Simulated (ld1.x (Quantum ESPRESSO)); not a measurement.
**Logarithmic derivatives: manganese, TM**

ld1.x (Quantum ESPRESSO) 7.5 input, shortened:

```
&input
   title='Mn', zed=25., rel=1, dft='PBE', iswitch=3,
   config='[Ar] 3d5 4s1 4p1'
 /
 &inputp
   pseudotype=2, tm=.true., lloc=1,
   nlcc=.true., new_core_ps=.true., rcore=1.30
 /
3
4S  1  0   1.00   0.00  2.70  2.70  0.0
3D  3  2   5.00   0.00  1.85  1.85  0.0
4P  2  1   1.00   0.00  2.15  2.15  0.0
 &test
   configts(1)='3d5 4s1 4p1'
 /
```

The phase is arctan(r·u′/u) with u = r·R(r), unwrapped; energies in Ry, scanned from -3 to 5 Ry. A pole is an energy at which the radial function vanishes at the test radius. The pseudo phase is shifted by a multiple of π to meet the all-electron one at the reference energy, and phase errors are pseudo minus all-electron; the curves can meet again beyond the range given. Levels narrower than the energy grid can be missing from the lists of poles.

```json
{"channel": "s", "radius (bohr)": "2.97", "reference energy (Ry)": "-0.45", "poles, all-electron": "0.74", "poles, pseudo": "0.76", "unbroken range about the reference energy with phases within 0.05 rad": "below 2.4", "phase error 1 Ry above the reference energy (rad)": "+0.004"}
{"channel": "p", "radius (bohr)": "2.97", "reference energy (Ry)": "-0.16", "poles, all-electron": "1.56", "poles, pseudo": "1.39, 4.86", "unbroken range about the reference energy with phases within 0.05 rad": "below 1.8", "phase error 1 Ry above the reference energy (rad)": "-0.018"}
{"channel": "d", "radius (bohr)": "2.97", "reference energy (Ry)": "-0.61", "poles, all-electron": "-0.53, 3.03", "poles, pseudo": "-0.53, 4.32", "unbroken range about the reference energy with phases within 0.05 rad": "below 0.2", "phase error 1 Ry above the reference energy (rad)": "+0.079"}
```

Note: ghost state, extra bound levels that the all-electron valence spectrum of the same l lacks: s at -322.3 eV. A true bound ghost makes a file unfit for plane-wave use.

Phases in the p channel:

| E (Ry) | all-electron | pseudo |
| --- | --- | --- |
| -3.00 | 1.360 | 1.358 |
| -2.76 | 1.349 | 1.347 |
| -2.52 | 1.337 | 1.334 |
| -2.28 | 1.321 | 1.319 |
| -2.04 | 1.303 | 1.301 |
| -1.80 | 1.281 | 1.278 |
| -1.56 | 1.253 | 1.250 |
| -1.32 | 1.215 | 1.212 |
| -1.08 | 1.162 | 1.160 |
| -0.84 | 1.084 | 1.081 |
| -0.60 | 0.954 | 0.951 |
| -0.36 | 0.707 | 0.705 |
| -0.12 | 0.189 | 0.189 |
| 0.12 | -0.561 | -0.566 |
| 0.36 | -1.038 | -1.049 |
| 0.60 | -1.267 | -1.282 |
| 0.84 | -1.392 | -1.410 |
| 1.08 | -1.471 | -1.493 |
| 1.32 | -1.527 | -1.555 |
| 1.56 | -1.570 | -1.608 |
| 1.80 | -1.607 | -1.658 |
| 2.04 | -1.640 | -1.714 |
| 2.28 | -1.672 | -1.788 |
| 2.52 | -1.706 | -1.908 |
| 2.76 | -1.744 | -2.176 |
| 3.00 | -1.789 | -3.025 |
| 3.24 | -1.849 | -4.049 |
| 3.48 | -1.935 | -4.379 |
| 3.72 | -2.075 | -4.511 |
| 3.96 | -2.339 | -4.583 |
| 4.20 | -2.888 | -4.631 |
| 4.44 | -3.632 | -4.666 |
| 4.68 | -4.081 | -4.694 |
| 4.92 | -4.296 | -4.718 |
